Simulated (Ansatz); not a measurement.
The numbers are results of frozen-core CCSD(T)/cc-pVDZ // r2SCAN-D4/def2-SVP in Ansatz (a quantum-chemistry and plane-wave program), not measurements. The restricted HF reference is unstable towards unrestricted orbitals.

Ansatz 0.2 input:
```yaml
crystal:
  periodic: [false, false, false]
  atoms:
    - { symbol: B, position_ang: [-2.536542, -1.849716, -0.452982] }
    - { symbol: C, position_ang: [-1.379183, -0.860107, -0.211223] }
    - { symbol: C, position_ang: [-1.640162, 0.497624, 0.113665] }
    - { symbol: C, position_ang: [-0.609729, 1.416183, 0.337728] }
    - { symbol: C, position_ang: [-0.885754, 2.779263, 0.663945] }
    - { symbol: N, position_ang: [-1.096476, 3.894239, 0.930911] }
    - { symbol: C, position_ang: [0.726214, 0.960955, 0.233166] }
    - { symbol: S, position_ang: [2.166026, 1.895003, 0.462381] }
    - { symbol: C, position_ang: [3.162263, 0.504041, 0.132097] }
    - { symbol: C, position_ang: [2.442846, -0.622236, -0.140747] }
    - { symbol: C, position_ang: [1.024054, -0.39259, -0.090621] }
    - { symbol: C, position_ang: [-0.039097, -1.283287, -0.307996] }
    - { symbol: H, position_ang: [-3.682675, -1.477709, -0.368343] }
    - { symbol: H, position_ang: [-2.294471, -3.001292, -0.728091] }
    - { symbol: H, position_ang: [-2.674897, 0.841069, 0.192425] }
    - { symbol: H, position_ang: [4.246933, 0.614803, 0.16252] }
    - { symbol: H, position_ang: [2.894288, -1.589044, -0.371174] }
    - { symbol: H, position_ang: [0.176363, -2.327199, -0.557661] }
basis:
  gaussian: { orbitals: cc-pVDZ }
correlation:
  method: ccsd_t
```

Output:

```
Functional definition: HF
1912 factors; integrals over basis functions are off by at most 1.2e-3 eV
mean field evaluation 1: about -22333.2046 eV, gradient 4.4e1 eV
mean field evaluation 2: about -22333.7654 eV, gradient 4.4e1 eV
mean field evaluation 4: about -22339.8929 eV, gradient 9.0e0 eV
mean field evaluation 8: about -22340.1581 eV, gradient 6.5e-1 eV
mean field evaluation 16: about -22340.1610 eV, gradient 2.6e-6 eV
mean field -22340.16100764 eV, -820.9857743259 hartree, gradient 2.6e-6 eV, S^2 0.000000; 0 other end points of the search recorded, 0 dependent functions left out; unrestricted orbitals would lower it
16 core orbitals not correlated
reference -22340.16100764 eV, -820.9857743259 hartree; 28, 28 occupied and 158, 158 virtual orbitals, 1912 factors
second order -41.41203722 eV of doubles, -0.00000000 eV of singles
cycle   1  -41.04958495 eV  change    3.6e-1 eV  update   1.8e-1
cycle   2  -42.40498044 eV  change    -1.4e0 eV  update   5.9e-2
cycle   3  -42.71887002 eV  change   -3.1e-1 eV  update   2.8e-2
cycle   4  -42.71993380 eV  change   -1.1e-3 eV  update   8.4e-3
cycle   5  -42.72327358 eV  change   -3.3e-3 eV  update   4.9e-3
cycle   6  -42.72580494 eV  change   -2.5e-3 eV  update   1.6e-3
cycle   7  -42.72504775 eV  change    7.6e-4 eV  update   8.3e-4
cycle   8  -42.72476607 eV  change    2.8e-4 eV  update   3.4e-4
cycle   9  -42.72480042 eV  change   -3.4e-5 eV  update   1.5e-4
cycle  10  -42.72474720 eV  change    5.3e-5 eV  update   6.0e-5
perturbative correction -2.07840950 eV, -0.0763801403 hartree
Total energy: -22384.96416434 eV, -822.6322599659 hartree
```

Cost: about 12 core-minutes (a rough figure).
